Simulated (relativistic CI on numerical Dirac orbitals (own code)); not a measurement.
What each ingredient does to the levels of Os LXIX

Base calculation: Dirac-Coulomb-Breit CI, separate exchange-only KLI orbitals for each configuration, QED by a radiative potential, unscaled Slater integrals.

Configurations in the expansion (outside the closed core 1s2): 2s2 2p4, 2s 2p5, 2p6, 2p5 3s, 2s2 2p3 3s, 2p5 3p, 2p5 3d, 2s2 2p3 3p, 2s2 2p3 3d, 2s 2p4 3s, 2s 2p4 3p, 2s 2p4 3d, 2s2 2p3 4s, 2s2 2p3 4p, 2s2 2p3 4d, 2s2 2p3 4f, 2s2 2p2 3s2, 2s2 2p2 3s 3p, 2s 2p4 4s, 2s 2p4 4p, 2s2 2p3 5s, 2s2 2p2 3s 3d, 2s2 2p3 5p, 2s2 2p2 3p2, 2s 2p4 4d, 2s2 2p3 5d, 2s 2p4 4f, 2s2 2p3 5f, 2s2 2p3 5g, 2s2 2p2 3p 3d, 2s 2p3 3s2, 2s2 2p2 3d2, 2s 2p3 3s 3p, 2s 2p3 3s 3d, 2s 2p3 3p2, 2s 2p4 5s. Levels of other configurations are missing.

Variants: (1) valence Slater integrals scaled by 0.9; (2) Breit term removed; (3) non-relativistic limit. Shifts of the energy above 2s2 2p4 3P_2, in eV, for the lowest level and the first level of each name with at least 55 % of one term (blank where a level changes its place among those of its configuration and J or its character, or is not in the variant):

```
           Level     Base  Δ(1)   Δ(2)     Δ(3)
    2s2 2p4 3P_2      0.0   0.0    0.0      0.0
    2s2 2p4 1S_0     63.6  -5.2   -9.5         
    2s2 2p4 3P_1   1584.3  +1.4  +13.7  -1584.3
    2s2 2p4 1D_2   1603.3  -1.4  +22.3  -1561.8
    2s 2p5 3P°_2   2010.5  +2.5   +0.4  -1674.5
    2s 2p5 1P°_1   2098.7  -5.8   -2.7         
    2s2 2p4 3P_0   3215.1  -1.2  +30.0         
    2s 2p5 3P°_0   3607.6  +2.6  +13.7  -3271.6
    2s 2p5 3P°_1   3646.9  -2.0  +18.8         
        2p6 1S_0   4149.6  -1.8   -4.5  -3365.7
 2s2 2p3 3p 3P_0   9762.8  -5.6   +9.6   -145.0
2s2 2p3 3d 3P°_0   9845.3  -0.9   +9.3         
2s2 2p3 3s 3S°_1  10703.0  +2.1  +32.3         
2s2 2p3 3s 3D°_3  10715.0  -0.2  +43.9  -1151.4
```

At this charge energies of transitions that change n are usually good to better than 1 %, and those within a shell (Δn = 0) to a few per cent.

Ionisation energy from the two ground configurations alone: base 17269.9 eV; Breit term removed 17289.5 eV. The NIST ASD value (theoretical) is 17270 eV.

LS names give the leading component of a level, which can be under half, so a name can repeat, a term be missing and a line seem to break the LS rules.
